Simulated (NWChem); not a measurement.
SnIF, singlet; SMILES [F][Sn][I]

All runs: NWChem. Low-valent species are run as closed-shell singlets; no triplet was tried in these runs. Coordinates come from a PBE0/def2-SVP optimisation. def2 effective core potentials on Sn, I; no spin-orbit coupling. B3LYP is NWChem's, with the RPA form of VWN correlation. Ions are spin-unrestricted doublets at the neutral geometry; other ion states weren't tried.

```csv
level,"vertical ionisation energy, ΔSCF (eV)",−ε(HOMO) (eV),ΔSCF minus −ε(HOMO) (eV)
B3LYP/def2-SVP,9.58,7.20,2.38
PBE/def2-SVP,9.41,6.36,3.05
LRC-wPBEh/def2-SVP,9.64,9.23,0.41
PBE0/def2-SVP,9.60,7.48,2.12
Hartree-Fock/def2-SVP,8.86,9.73,-0.87
```
